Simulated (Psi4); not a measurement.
C₂H₆Ga, charge +1, singlet, geometry from GFN2-xTB (such geometries of metal compounds can be far from the true shape); PBE/def2-TZVPD in Psi4.

The Psi4 input:
```
memory 2 GB

molecule {
1 1
  Ga    0.00343485    0.00337051    0.00482448
  C     1.58503283    0.21715874   -1.29447404
  H     2.25215008   -0.64381302   -1.17960578
  H     2.11754032    1.14411141   -1.05677161
  H     1.19097950    0.25742562   -2.31550438
  C    -1.59522274   -0.22715778    1.28016163
  H    -2.11010415   -1.15933422    1.02453176
  H    -2.27066760    0.62564235    1.15359667
  H    -1.22523915   -0.26852386    2.31006886
}

set basis def2-tzvpd

energy('pbe')
print_variables()
```

What the program printed (banner, timings and long lists left out):

```
   => Loading Basis Set <=

    Name: DEF2-TZVPD
    Role: ORBITAL
    Keyword: BASIS

         ---------------------------------------------------------
                                   SCF
               by Justin Turney, Rob Parrish, Andy Simmonett
                          and Daniel G. A. Smith
                              RKS Reference
         ---------------------------------------------------------

  ==> Geometry <==

    Molecular point group: c1
    Full point group: C1

    Geometry (in Angstrom), charge = 1, multiplicity = 1:

       Center              X                  Y                   Z               Mass
    ------------   -----------------  -----------------  -----------------  -----------------
         GA           0.002739967332     0.002688644134     0.003848468536    68.925573500000
         C            1.584337947332     0.216476874134    -1.295450051464    12.000000000000
         H            2.251455197332    -0.644494885866    -1.180581791464     1.007825032230
         H            2.116845437332     1.143429544134    -1.057747621464     1.007825032230
         H            1.190284617332     0.256743754134    -2.316480391464     1.007825032230
         C           -1.595917622668    -0.227839645866     1.279185618536    12.000000000000
         H           -2.110799032668    -1.160016085866     1.023555748536     1.007825032230
         H           -2.271362482668     0.624960484134     1.152620658536     1.007825032230
         H           -1.225934032668    -0.269205725866     2.309092848536     1.007825032230

  Running in c1 symmetry.

  Rotational constants: A =      2.58744  B =      0.12043  C =      0.12043 [cm^-1]
  Rotational constants: A =  77569.64659  B =   3610.43854  C =   3610.28094 [MHz]
  Nuclear repulsion =  162.074813765672104

  Charge       = 1
  Multiplicity = 1
  Electrons    = 48
  Nalpha       = 24
  Nbeta        = 24

  ==> Algorithm <==

  SCF Algorithm Type is DF.
  DIIS enabled.
  MOM disabled.
  Fractional occupation disabled.
  Guess Type is SAD.
  Energy threshold   = 1.00e-06
  Density threshold  = 1.00e-06
  Integral threshold = 1.00e-12

  ==> Primary Basis <==

  Basis Set: DEF2-TZVPD
    Blend: DEF2-TZVPD
    Number of shells: 74
    Number of basis functions: 182
    Number of Cartesian functions: 202
    Spherical Harmonics?: true
    Max angular momentum: 3

  ==> DFT Potential <==

   => LibXC <=

    Version 7.1.2
    S. Lehtola, C. Steigemann, M. J. T. Oliveira, and M. A. L. Marques,  SoftwareX 7, 1–5 (2018) (10.1016/j.softx.2017.11.002)

   => Composite Functional: PBE <=

    PBE GGA Exchange-Correlation Functional

    J.P. Perdew et. al., Phys. Rev. Lett., 77(18), 3865-3868, 1996

    Deriv               =              1
    GGA                 =           TRUE
    Meta                =          FALSE

    Exchange Hybrid     =          FALSE
    MP2 Hybrid          =          FALSE

   => Exchange Functionals <=

    1.0000     XC_GGA_X_PBE

   => Correlation Functionals <=

    1.0000     XC_GGA_C_PBE

   => LibXC Density Thresholds  <==

    XC_GGA_C_PBE:  1.00E-12
    XC_GGA_X_PBE:  1.00E-15

   => Molecular Quadrature <=

    Radial Scheme          =       TREUTLER
    Pruning Scheme         =           NONE
    Nuclear Scheme         =       TREUTLER

    Blocking Scheme        =         OCTREE
    BS radius alpha        =              1
    Pruning alpha          =              1
    Radial Points          =             75
    Spherical Points       =            302
    Total Points           =         196330
    Total Blocks           =           1505
    Max Points             =            256
    Max Functions          =            178
    Weights Tolerance      =       1.00E-15

   => Loading Basis Set <=

    Name: (DEF2-TZVPD AUX)
    Role: JKFIT
    Keyword: DF_BASIS_SCF

  ==> Integral Setup <==

  SCF_SUBTYPE=INCORE selected. In-core MEM_DF algorithm will be used.
  Using in-core AOs.

  ==> MemDFJK: Density-Fitted J/K Matrices <==

    J tasked:                   Yes
    K tasked:                    No
    wK tasked:                   No
    Algorithm:                 Core
    Schwarz Cutoff:           1E-12
    Mask sparsity (%):       3.0069
    Fitting Condition:        1E-10

   => Auxiliary Basis Set <=

  Basis Set: (DEF2-TZVPD AUX)
    Blend: DEF2-UNIVERSAL-JKFIT
    Number of shells: 146
    Number of basis functions: 524
    Number of Cartesian functions: 669
    Spherical Harmonics?: true
    Max angular momentum: 5

  Minimum eigenvalue in the overlap matrix is 2.4070999824E-05.
  Reciprocal condition number of the overlap matrix is 2.5287804099E-06.
    Using symmetric orthogonalization.

  ==> Pre-Iterations <==

  SCF Guess: Superposition of Atomic Densities via on-the-fly atomic UHF (no occupation information).

   -------------------------
    Irrep   Nso     Nmo
   -------------------------
     A        182     182
   -------------------------
    Total     182     182
   -------------------------

  ==> Iterations <==

                           Total Energy        Delta E     RMS |[F,P]|

   @DF-RKS iter SAD: -2000.58891434610814   -2.00059e+03   0.00000e+00
   @DF-RKS iter   1: -2002.00086221445895   -1.41195e+00   1.82816e-02 DIIS/ADIIS
   @DF-RKS iter   2: -1954.60790641632684    4.73930e+01   5.99606e-02 DIIS/ADIIS
   @DF-RKS iter   3: -2003.37987255907001   -4.87720e+01   8.70252e-03 DIIS/ADIIS
   @DF-RKS iter   4: -2003.77089293247604   -3.91020e-01   3.73567e-03 DIIS/ADIIS
   @DF-RKS iter   5: -2004.02871732233325   -2.57824e-01   5.39418e-04 DIIS/ADIIS
   @DF-RKS iter   6: -2004.03338653303308   -4.66921e-03   2.38589e-04 DIIS/ADIIS
   @DF-RKS iter   7: -2004.03454570799863   -1.15917e-03   2.35610e-05 DIIS
   @DF-RKS iter   8: -2004.03455653267406   -1.08247e-05   2.12926e-06 DIIS
   @DF-RKS iter   9: -2004.03455657038194   -3.77079e-08   3.19984e-07 DIIS
  Energy and wave function converged.

  ==> Post-Iterations <==

   Electrons on quadrature grid:
      Ntotal   =   47.9999996780 ; deviation = -3.220e-07

    Orbital Energies [Eh]
    ---------------------

    Doubly Occupied:

[...]
    Virtual:

[...]
    Final Occupation by Irrep:
              A
    DOCC [    24 ]
    NA   [    24 ]
    NB   [    24 ]

  @DF-RKS Final Energy: -2004.03455657038194

   => Energetics <=

    Nuclear Repulsion Energy =            162.0748137656721042
    One-Electron Energy =               -3100.7781173549624327
    Two-Electron Energy =                1022.0568218819274762
    DFT Exchange-Correlation Energy =     -87.3880748630190567
    Empirical Dispersion Energy =           0.0000000000000000
    VV10 Nonlocal Energy =                  0.0000000000000000
    Total Energy =                      -2004.0345565703819375

Computation Completed

Properties will be evaluated at   0.000000,   0.000000,   0.000000 [a0]

Properties computed using the SCF density matrix

 Multipole Moments:

 ------------------------------------------------------------------------------------
     Multipole            Electronic (a.u.)      Nuclear  (a.u.)        Total (a.u.)
 ------------------------------------------------------------------------------------

 L = 1.  Multiply by 2.5417464519 to convert [e a0] to [Debye]
 Dipole X            :          0.0636119           -0.0643440           -0.0007321
 Dipole Y            :          0.0624205           -0.0631387           -0.0007182
 Dipole Z            :          0.0893477           -0.0903754           -0.0010278
 Magnitude           :                                                    0.0014519

 ------------------------------------------------------------------------------------

  Variable Map:
  ----------------------------------------------------------------------------
[...]
  Array Variable Map:
  ----------------------------------------------------------------------------
[...]
[...]
```
